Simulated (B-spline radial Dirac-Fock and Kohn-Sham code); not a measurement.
## Scattering functions of Si¹⁰⁺

System: the Si¹⁰⁺ ion, configuration [He] 2s2.

Input of the calculation (task.json; shells as n, l, electrons):

```json
{"items": [{
  "Z": 14,
  "q": 10,
  "cfg": [[1, 0, 2], [2, 0, 2]],
  "A": 28,
  "rrms": 3.1224,
  "do": ["scatter"],
  "s": [0.0, 0.05, 0.1, 0.15, 0.2, 0.25, 0.3, 0.35, 0.4, 0.45, 0.5, 0.6, 0.7, 0.8, 0.9, 1.0, 1.1, 1.2, 1.4, 1.6, 1.8, 2.0, 2.5, 3.0, 3.5, 4.0, 5.0, 6.0],
  "pz": [0, 0.1, 0.13, 0.18, 0.23, 0.31, 0.41, 0.55, 0.73, 0.97, 1.3, 1.7, 2.3, 3.0, 4.0, 5.3, 7.1, 9.4, 12.0, 17.0, 22.0],
  "hv_scatter": [1000, 2000, 5000, 8047.8, 17479.3, 20000, 50000, 200000]
}]}
```

Command: `python xray_run.py task.json out`

Level of theory: relativistic Hartree-Fock (Dirac-Fock) wave functions, averaged over the configuration; an atomic code on a B-spline grid. f₀ is the Fourier transform of the spherical electron density, S the Waller-Hartree incoherent function, and s = sin θ/λ. The electron scattering factor follows from the Mott-Bethe formula f_e = 0.023934 Å⁻¹·(Z − f₀)/s².

```
s (Å⁻¹)     f₀      S  f_e (Å)
      0  4.000  0.000        –
   0.05  3.989  0.021   95.837
    0.1  3.958  0.083   24.034
   0.15  3.907  0.182   10.736
    0.2  3.838  0.313    6.081
   0.25  3.752  0.469    3.925
    0.3  3.651  0.644    2.752
   0.35  3.539  0.828    2.044
    0.4  3.417  1.015    1.583
   0.45  3.289  1.199    1.266
    0.5  3.156  1.374    1.038
    0.6  2.890  1.684    0.739
    0.7  2.633  1.931    0.555
    0.8  2.399  2.117    0.434
    0.9  2.193  2.254    0.349
      1  2.019  2.358    0.287
    1.1  1.875  2.442    0.240
    1.2  1.757  2.516    0.203
    1.4  1.587  2.654    0.152
    1.6  1.471  2.791    0.117
    1.8  1.382  2.927    0.093
      2  1.304  3.058    0.076
    2.5  1.111  3.347    0.049
      3  0.917  3.569    0.035
    3.5  0.738  3.725    0.026
      4  0.586  3.828    0.020
      5  0.366  3.933    0.013
      6  0.232  3.973    0.009
```

f₀ starts at the number of electrons, 4, and has fallen to half at s ≈ 1.01 Å⁻¹. The sum of ⟨r²⟩ over the electrons is 0.5717 bohr². For an ion f_e diverges as s goes to zero, because of the net charge.
